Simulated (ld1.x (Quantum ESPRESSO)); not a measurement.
# Scattering properties, PAW potential for Rh (Z = 45)

- Element: Rh (Z = 45)
- Generator: ld1.x (Quantum ESPRESSO) 7.5
- Type: PAW
- Functional: PBE
- Relativity: scalar-relativistic
- Frozen core: [Kr]
- Valence charge: 9
- Reference configuration: 4d8 5s1 5p0
- Partial waves: 5s (bound): rcut 2.05, rcutus 2.55 bohr; 5s channel at 0.05 Ry: rcut 2.05, rcutus 2.55 bohr; 5p (bound, empty): rcut 4.30, rcutus 4.60 bohr; 5p channel at 1.25 Ry: rcut 4.30, rcutus 4.60 bohr; 4d (bound): rcut 1.65, rcutus 2.15 bohr; 4d channel at 2.25 Ry: rcut 1.65, rcutus 2.15 bohr
- Local potential: all-electron potential smoothed inside 3.85 bohr (lloc = -2)
- Core correction: Bessel-smoothed model core inside 1.55 bohr
- Augmentation charge: BESSEL, radius 1.75 bohr

The phase is arctan(r·u′/u) with u = r·R(r), unwrapped; energies in Ry, scanned from -2 to 5 Ry. A pole is an energy at which the radial function vanishes at the test radius. The pseudo phase is shifted by a multiple of π to meet the all-electron one at the reference energy, and phase errors are pseudo minus all-electron; the curves can meet again beyond the range given. Levels narrower than the energy grid can be missing from the lists of poles.

| channel | radius (bohr) | reference energy (Ry) | poles, all-electron | poles, pseudo | unbroken range about the reference energy with phases within 0.05 rad | phase error 1 Ry above the reference energy (rad) |
| --- | --- | --- | --- | --- | --- | --- |
| s | 5.01 | -0.32 | -0.19, 1.62, 4.55 | -0.19, 1.62, 4.57 | below 2.8 | -0.000 |
| p | 5.01 | -0.06 | 0.26, 2.16 | 0.25, 2.05, 4.20 | below 2.4 | -0.018 |
| d | 5.01 | -0.44 | -0.42, 1.05, 3.23 | -0.42, 1.06, 3.25 | below 4.3 | +0.014 |

Phases in the d channel:

```json
{"E (Ry)": "-2.00", "all-electron": "1.432", "pseudo": "1.432"}
{"E (Ry)": "-1.52", "all-electron": "1.413", "pseudo": "1.413"}
{"E (Ry)": "-1.04", "all-electron": "1.381", "pseudo": "1.382"}
{"E (Ry)": "-0.56", "all-electron": "1.304", "pseudo": "1.305"}
{"E (Ry)": "-0.08", "all-electron": "-1.944", "pseudo": "-1.943"}
{"E (Ry)": "0.40", "all-electron": "-3.506", "pseudo": "-3.470"}
{"E (Ry)": "0.88", "all-electron": "-4.637", "pseudo": "-4.633"}
{"E (Ry)": "1.36", "all-electron": "-4.819", "pseudo": "-4.817"}
{"E (Ry)": "1.84", "all-electron": "-5.232", "pseudo": "-5.227"}
{"E (Ry)": "2.32", "all-electron": "-7.571", "pseudo": "-7.571"}
{"E (Ry)": "2.80", "all-electron": "-7.785", "pseudo": "-7.784"}
{"E (Ry)": "3.28", "all-electron": "-7.860", "pseudo": "-7.858"}
{"E (Ry)": "3.76", "all-electron": "-7.925", "pseudo": "-7.917"}
{"E (Ry)": "4.24", "all-electron": "-8.050", "pseudo": "-8.014"}
{"E (Ry)": "4.72", "all-electron": "-9.760", "pseudo": "-8.610"}
```
